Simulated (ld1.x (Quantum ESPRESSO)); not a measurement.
## cerium (Ce), PAW: configuration errors across variants

| Property | Result |
| --- | --- |
| Element | Ce (Z = 58) |
| Generator | ld1.x (Quantum ESPRESSO) 7.5 |
| Type | PAW |
| Functional | LDA (PZ) |
| Relativity | scalar-relativistic |
| Frozen core | [Kr] 4d10 4f1 |
| Valence charge | 11 |
| Reference configuration | 5s2 5p6 5d1 6s1.5 6p0 (charge +0.5) |
| Partial waves | 5s (bound): rcut 2.10, rcutus 2.40 bohr; 6s (bound): rcut 2.10, rcutus 2.40 bohr; 5p (bound): rcut 2.35, rcutus 2.85 bohr; 6p (bound, empty): rcut 2.35, rcutus 2.85 bohr; 5d (bound): rcut 1.95, rcutus 2.55 bohr; 5d channel at 0.95 Ry: rcut 1.95, rcutus 2.55 bohr |
| Local potential | all-electron potential smoothed inside 2.70 bohr (lloc = -2) |
| Core correction | Bessel-smoothed model core inside 2.25 bohr |
| Augmentation charge | BESSEL, radius 1.80 bohr |

All-electron excitation energies from the reference (eV): (1) 5s2 5p6 5d1 6s2 6p0 -2.526; (2) 5s2 5p6 5d1 6s1 6p0 3.745; (3) 5s2 5p6 5d1 6s0 6p0 15.091; (4) 5s2 5p6 5d2 6s1 6p0 -1.602; (5) 5s2 5p6 5d0 6s2 6p1 -0.152; (6) 5s2 5p6 5d2 6s0 6p0 3.984; (7) 5s2 5p6 5d1.5 6s1.5 6p0 -2.117.

On the changes marked as counting shells twice: ld1.x takes every shell without a wave as core, so the model core holds the marked electrons as well and exchange and correlation see them twice. This cancels in the reference configuration, but the file is broken for other ones, and its errors say nothing about a proper core correction.

The overlap operator is not positive definite (basis up to 400 Ry) in “local potential all-electron potential smoothed inside 2.40 bohr (lloc = -2)”. Such files are unfit for use, however small their errors in these radial tests.

2 further variants failed, have other tests or another functional or relativity, and are left out.

The file “type TM; waves now 5s (bound): rc 2.40 bohr; 5p (bound): rc 2.85 bohr; 5d (bound): rc 2.55 bohr; local potential the d channel (6s counted twice)” misses its own reference levels by 0.6 eV.

Errors AE − PS in meV (a dash: test not solved or not reliable):

```tsv
change	(1)	(2)	(3)	(4)	(5)	(6)	(7)	bound ghosts
base	+0.3	-0.9	-7.7	-5.0	-1.7	-3.9	-1.9	none
waves 5p (bound): rcut 2.35, rcutus 2.96 bohr; 6p (bound): rcut 2.35, rcutus 2.96 bohr	+0.4	-0.9	-7.4	-5.1	-0.3	-4.0	-1.9	none
local potential all-electron potential smoothed inside 2.40 bohr (lloc = -2)	+0.4	-0.8	-6.9	-4.9	-0.8	-3.6	-1.8	not determined (overlap not positive)
wave 5d channel at 0.95 Ry: rcut 1.95, rcutus 2.55 bohr becomes 5d channel at -0.33 Ry: rcut 1.95, rcutus 2.55 bohr	+0.3	-0.9	-7.7	-5.0	-1.7	-3.9	-1.9	none
type TM; waves now 5s (bound): rc 2.40 bohr; 5p (bound): rc 2.85 bohr; 5d (bound): rc 2.55 bohr; local potential the d channel (6s counted twice)	-285	+319	+997	+212	-284	+768	-9.8	none
waves 5s (bound): rcut 2.10, rcutus 2.46 bohr; 6s (bound): rcut 2.10, rcutus 2.46 bohr	+0.3	-0.9	-7.7	-5.0	-1.7	-3.8	-1.9	none
```

Problem. Give the same row for: local potential all-electron potential smoothed inside 2.86 bohr (lloc = -2).

Solution. +0.3, -0.9, -7.8, -5.0, -1.7, -3.9, -1.9; bound ghosts: none.
